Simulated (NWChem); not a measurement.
System: Si₂NH₆, doublet; SMILES [SiH3][N][SiH3]

Input file for NWChem:

```
start job
memory heap 200 mb stack 900 mb global 1100 mb
geometry units angstroms noautosym nocenter noautoz
  Si    -0.010122    -1.650649     0.012085
  N     -0.521710    -0.000131     0.072039
  Si    -0.014823     1.650552    -0.016615
  H     -0.816756    -2.328447    -1.040197
  H      1.435031    -1.891510    -0.272440
  H     -0.335906    -2.249421     1.336826
  H     -0.350090     2.274707     1.293902
  H     -0.817857     2.304240    -1.086827
  H      1.431074     1.890659    -0.297951
end
basis spherical
  * library cc-pvtz
end
dft
  odft
  mult 2
  xc hfexch
  iterations 150
  semidirect filesize 400000000
end
property
  efieldgrad
end
task dft property
```

All runs use the structure optimised with B3LYP/6-31G* (spherical d), spin-unrestricted. No stability test was run on the SCF state.

Vzz is the largest principal value of the second derivative of the potential at the nucleus (NWChem prints the opposite sign); η is the asymmetry. Non-relativistic.

Atoms are numbered as in the input.

Problem. What results follow from this input? (UHF/cc-pVTZ.) Quantities: Vzz N2 (a.u.); η N2.

Solution. 
| Quantity | Result |
|---|---|
| Vzz N2 (a.u.) | 1.106 |
| η N2 | 0.73 |
